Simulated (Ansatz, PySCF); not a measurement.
This Ansatz (a program for electronic structure) input computes a CAM-B3LYP/def2-TZVPD energy:

Ansatz 0.2 input:
```yaml
crystal:
  periodic: [false, false, false]
  atoms:
    - {symbol: Si, position_ang: [-0.00028296, -0.00446525, -0.00656029]}
    - {symbol: F, position_ang: [-0.15673171, -0.53948077, 1.46951801]}
    - {symbol: F, position_ang: [-0.38755171, 1.52479519, 0.01969971]}
    - {symbol: F, position_ang: [-1.01646862, -0.76614773, -0.93055677]}
    - {symbol: O, position_ang: [1.47518585, -0.25378619, -0.59590875]}
    - {symbol: H, position_ang: [2.24924303, 0.12030283, -0.16883448]}
basis:
  gaussian:
    orbitals: def2-TZVPD
hamiltonian:
  xc: {name: CAM-B3LYP}
output: {forces: true}
```

Task: Write an input for the same energy in PySCF and say what it gives.

Result: 
```python
from pyscf import gto, scf, dft

mol = gto.M(
    atom='''
    Si   -0.00028296   -0.00446525   -0.00656029
    F    -0.15673171   -0.53948077    1.46951801
    F    -0.38755171    1.52479519    0.01969971
    F    -1.01646862   -0.76614773   -0.93055677
    O     1.47518585   -0.25378619   -0.59590875
    H     2.24924303    0.12030283   -0.16883448
    ''',
    basis='def2-tzvpd',
    charge=0,
    spin=0,
    verbose=4,
)

mf = dft.RKS(mol, xc='camb3lyp').density_fit(auxbasis='def2-universal-jkfit')
mf.grids.level = 3
mf.conv_tol = 1e-9
mf.max_cycle = 100
mf.max_memory = 1500
mf.kernel()
if not mf.converged:
    mf = mf.newton()
    mf.kernel(mf.make_rdm1())
mf.analyze()
```
It gives -665.22833 Eh, and Ansatz -665.22827 Eh, a difference of 0.06 mEh, from the treatment of integrals and grids.
